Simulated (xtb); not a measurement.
Cl4Te (SMILES Cl[Te](Cl)(Cl)Cl), singlet, from a rough starting geometry.

Input for xtb:
```
$ xtb mol.xyz --gfn 2 --opt vtight --json

# file mol.xyz
5

Te     0.03241269     0.04838787     0.67591564
Cl     1.19057738    -1.52900798    -0.50475588
Cl     1.86113633     1.51592348     0.20657130
Cl    -1.16513069     1.47741363    -0.55582980
Cl    -1.88206083    -1.43863008     0.20866583
```

Task: What does this run give for the HOMO-LUMO gap, dipole moment, total energy at the end of the optimisation?

Result: 
- HOMO-LUMO gap = 3.45 eV
- dipole moment = 1.23 D
- total energy at the end of the optimisation = -21.4078 Eh
